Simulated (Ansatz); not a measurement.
The same molecule with X = B, Al, Ga, In. Ansatz, PBE0-D4/def2-TZVP geometries, multiplicity 1.

Elements past krypton have def2 core potentials. Scalar relativity is left out up to krypton.

```csv
X,molecule,mean X–Br bond length / Å,mean X–Cl bond length / Å,LUMO energy (PBE/def2-TZVPP) / eV,LUMO energy (ωB97M-V/def2-TZVPP) / eV,HOMO–LUMO gap (B3LYP/def2-TZVPP) / eV
Al,`[Cl][Al]([Cl])[Br]`,2.225,2.070,-2.20,0.39,7.05
Ga,`[Cl][Ga]([Cl])[Br]`,2.254,2.115,-2.96,-0.09,6.36
In,`[Cl][In]([Cl])[Br]`,2.430,2.296,-3.77,-0.97,5.47
```

(1) Give the row for X = B, `ClB(Cl)Br`. (Best estimate.)

Answers

(1) Ansatz gave: 
| X | molecule | mean X–Br bond length / Å | mean X–Cl bond length / Å | LUMO energy (PBE/def2-TZVPP) / eV | LUMO energy (ωB97M-V/def2-TZVPP) / eV | HOMO–LUMO gap (B3LYP/def2-TZVPP) / eV |
| --- | --- | --- | --- | --- | --- | --- |
| B | `ClB(Cl)Br` | 1.901 | 1.735 | -2.72 | 0.28 | 6.38 |

From B to In the mean X–Br bond length rises at each step, by 0.529 Å in all; the mean X–Cl bond length rises at each step, by 0.561 Å in all; the LUMO energy (PBE/def2-TZVPP) isn't monotonic: highest at Al, lowest at In; the LUMO energy (ωB97M-V/def2-TZVPP) isn't monotonic: highest at Al, lowest at In; the HOMO–LUMO gap (B3LYP/def2-TZVPP) isn't monotonic: highest at Al, lowest at In. Bonds lengthen as the atom grows down the group.

B3LYP here is the variant with VWN-RPA as its local correlation; programs differ in this.

Spin–orbit coupling is left out; it splits and shifts lone-pair levels of the heavy atoms by tenths of an eV.
